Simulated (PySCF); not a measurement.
Calculated NMR data

- B3LYP/pcJ-1 coupling constants (spin–dipole term left out of most H,H and C,H couplings)
- shieldings: GIAO PBE0/pcSseg-1
- coordinates at the GFN2-xTB level
- run in PySCF 2.14.0 with density-fitted response routines
- one computed conformer, no relativistic terms, gas phase, one averaged value for each set of equivalent atoms

References, each an isolated molecule treated in the same way: ¹H (31.72 ppm), ¹³C (186.93 ppm) against TMS. Multiplet labels drop J under 1 Hz and among equivalent protons, and merge close values. Unscaled 3J(H,H) run several per cent high. Splittings of carbon signals by F and P are missing where no couplings were computed. Where no couplings were computed, multiplicities follow the n + 1 count of equivalent neighbours, and m marks all less simple cases (inequivalent or close neighbours, rings, F or P nearby). Vicinal couplings that depend on rotamer populations or ring flexing (ring, CH–CH, X–H and H–F types) are those of the one conformer. Shifts are as computed. Against solution values, carbons near 30 ppm lie about +3 ppm off and those near 130 ppm about +5 ppm; carbons on Cl a further +6 ppm (rms about the fit 2.1 ppm; single classes can miss by 10 ppm). Of 1328 compounds with measured shifts, 309 miss one by over three times the rms of a fit or turn the order of signals round; such compounds aren't used in these exercises. Signals without a measured value on file couldn't be tested in this way; 1H shifts scatter by 0.2 ppm about their fit, and single ones miss by 0.5 ppm. Carbons bonded to Cl come out too deshielded. OH and NH positions are gas-phase values without hydrogen bonding to other molecules.

Compound 1 (C4H5Cl). ¹H NMR (600 MHz, computed): δ 4.24 (s, 2H), 2.07 (s, 3H). ¹³C{¹H} NMR (computed): δ 93.3 (C), 81.2 (C), 38.6 (CH2), 5.0 (CH3). Structure: `ClCC#CC`.

Compound 2 (C5H4F2O). ¹H NMR (600 MHz, computed): δ 6.86 (m, 1H), 4.41 (m, 1H), 3.41 (m, 2H). ¹³C{¹H} NMR (computed): δ 167.2, 158.0, 134.0, 77.0, 28.4. Structure: SMILES FC1=COC(F)=CC1.

Compound 3 (C4H8N2). ¹H NMR (600 MHz, computed): δ 6.09 (t, J = 2.5 Hz, 1H), 3.10 (dd, J = 16.0, 9.5 Hz, 2H), 2.98 (s, 3H), 2.82 (ddd, J = 16.0, 9.5, 2.5 Hz, 2H). ¹³C{¹H} NMR (computed): δ 134.1, 53.2, 42.3, 37.6. Structure: SMILES CN1CCC=N1.

Compound 4 (C4H8N2). ¹H NMR (600 MHz, computed): δ 12.13 (br s, 1H), 7.87 (d, 1H), 4.16 (m, 1H), 3.90 (m, 1H), 3.54 (m, 1H), 2.28 (m, 1H), 1.99 (m, 1H), 0.62 (br s, 1H). ¹³C{¹H} NMR (computed): δ 175.5 (CH), 62.6 (CH), 45.5 (CH2), 26.0 (CH2). Structure: SMILES [H]/N=C\[C@@H]1CCN1.
